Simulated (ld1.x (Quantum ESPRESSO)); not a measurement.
Ni (Z = 28): excitation energies, all-electron against PAW

```
Element                 : Ni
Generator               : ld1.x (Quantum ESPRESSO) 7.5
Type                    : PAW
Functional              : PBE
Relativity              : scalar-relativistic
Frozen core             : [Ne] 3s2
Valence charge          : 16
Reference configuration : 3p6 3d8 4s0 4p0 (charge +2)
Partial waves           : 4s (bound, empty): rcut 1.90, rcutus 2.30 bohr; 4s channel at -0.9 Ry: rcut 1.90, rcutus 2.30 bohr; 3p (bound): rcut 1.15, rcutus 1.35 bohr; 4p (bound, empty): rcut 1.15, rcutus 1.35 bohr; 3d (bound): rcut 1.40, rcutus 1.80 bohr; 3d channel at -0.9 Ry: rcut 1.40, rcutus 1.80 bohr
Local potential         : all-electron potential smoothed inside 1.20 bohr (lloc = -2)
Core correction         : Bessel-smoothed model core inside 0.70 bohr
Augmentation charge     : PSQ, inside the norm-conserving radii
```

Energies are relative to the spin-unpolarised reference configuration 3p6 3d8 4s0 4p0; without spin polarisation the order of configurations can differ from experiment. Not all tests gave a result: 3 of 7 tests not solved or not reliable. Left out of the table: 3p6 3d7 4s0 4p0 (solver errors, printed error -2419 eV); 3p6 3d9 4s1 4p0 (solver errors, printed error -3080 eV); 3p6 3d6 4s0 4p0 (solver errors, printed error -2169 eV).

```tsv
valence configuration	charge	ΔE all-electron (eV)	error AE − PS (meV)
3p6 3d8 4s1 4p0	+1	-17.351	+1.0
3p6 3d7 4s2 4p0	+1	-10.554	-25
3p6 3d8.5 4s1.5 4p0	0	-27.856	+2.7
```

Task: What are ΔE and the potential's error for 3p6 3d8 4s2 4p0?

Result: ΔE = -26.673 eV all-electron; the error (AE − PS) is +1.6 meV.

Levels in the configuration 3p6 3d8 4s2 4p0:

```json
{"level": "3p", "all-electron (eV)": "-71.388", "pseudo (eV)": "-71.399"}
{"level": "3d", "all-electron (eV)": "-8.874", "pseudo (eV)": "-8.885"}
{"level": "4s", "all-electron (eV)": "-5.643", "pseudo (eV)": "-5.643"}
```
